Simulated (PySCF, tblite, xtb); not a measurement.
Dissociation curve of MgH, doublet.

GFN1-xTB (xtb); UKS-r2SCAN = unrestricted r2SCAN/cc-pVDZ in PySCF; GFN2-xTB, 300 K electronic temperature (tblite); UKS-BLYP = unrestricted BLYP/cc-pVDZ run with PySCF.

Energies are in eV, each relative to the lowest point of its own curve near equilibrium.

| R / Å | GFN1-xTB | UKS-r2SCAN | GFN2-xTB | UKS-BLYP |
|---|---|---|---|---|
| 1.41 | 0.606 | 0.680 | 0.590 | 0.679 |
| 1.49 | 0.344 | 0.356 | 0.330 | 0.361 |
| 1.56 | 0.197 | 0.174 | 0.187 | 0.181 |
| 1.66 | 0.071 | 0.035 | 0.067 | 0.041 |
| 1.68 | 0.054 | 0.021 | 0.052 | 0.026 |
| 1.74 | 0.019 | 0.000 | 0.019 | ___ |
| 1.78 | 0.006 | ___ | 0.007 | 0.000 |
| 1.86 | 0.000 | 0.036 | 0.000 | 0.026 |
| 1.91 | 0.009 | 0.073 | 0.006 | 0.057 |
| 2.03 | 0.060 | 0.197 | 0.039 | 0.164 |
| 2.18 | 0.166 | 0.390 | 0.107 | 0.334 |
| 2.38 | ___ | ___ | 0.262 | ___ |
| 2.61 | 0.569 | 0.932 | 0.488 | 0.813 |
| 2.88 | 0.844 | 1.166 | 0.792 | ___ |
| 3.11 | 1.062 | 1.306 | 1.068 | 1.150 |
| 3.48 | 1.351 | 1.447 | 1.510 | 1.270 |
| 3.82 | 1.539 | 1.514 | 1.881 | 1.325 |

Task: Complete the blanks.

Result: 
- 1.74, UKS-BLYP: 0.001
- 1.78, UKS-r2SCAN: 0.002
- 2.38, GFN1-xTB: 0.342
- 2.38, UKS-r2SCAN: 0.661
- 2.38, UKS-BLYP: 0.572
- 2.88, UKS-BLYP: 1.026

The scan ran from 1.41 to 6.96 Å; beyond the distances shown one of the unrestricted levels run for this scan, shown here or not, changes its spin distribution in one step.
